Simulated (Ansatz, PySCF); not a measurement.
Species: sum formula SOF, net charge 0, doublet state. It need not be the lowest isomer of its formula. 
Coordinates optimised at B3LYP-D3(BJ)/def2-TZVP (Ansatz, an electronic-structure program):
```xyz
3

O     -1.2135    -0.4937     0.0699
S     -0.1129     0.4581    -0.0167
F      1.2793    -0.3756    -0.0325
```
Charge 0, spin multiplicity 2.

Property: vertical ionisation energy (to the singlet state of charge +1; each state is the SCF solution reached for its spin; for the singlet the Hartree-Fock reference is unstable and T1 is 0.025), in eV. Cores are frozen in the correlated levels unless marked. UHF or UKS for open shells. Spin-orbit coupling is left out. Non-relativistic. CBS(X,Y): correlation extrapolated as X^-3; Hartree-Fock from the larger set. The bracket is a focal-point correction in the basis named.

```tsv
level	program	vertical ionisation energy (eV)
PBE/def2-TZVPD	Ansatz	9.93
r2SCAN/def2-TZVPD	Ansatz	___
PBE0/def2-TZVPD	Ansatz	10.31
BHLYP/def2-TZVPD	Ansatz	10.57
M06-2X/def2-TZVPD	PySCF	10.36
wB97X-V/def2-TZVPD	Ansatz	___
B2PLYP/def2-TZVPD	Ansatz	10.03
CCSD/aug-cc-pV(D+d)Z	Ansatz	___
CCSD/aug-cc-pV(T+d)Z	Ansatz	10.13
RI-MP2/CBS(aug-cc-pV(T+d)Z,aug-cc-pV(Q+d)Z)+[CCSD(T)-MP2]/aug-cc-pV(T+d)Z	Ansatz	10.06
```

**Question.** Some entries are withheld; supply them.

**Answer.** 
- r2SCAN/def2-TZVPD, vertical ionisation energy (eV): 10.18
- wB97X-V/def2-TZVPD, vertical ionisation energy (eV): 10.27
- CCSD/aug-cc-pV(D+d)Z, vertical ionisation energy (eV): 9.92
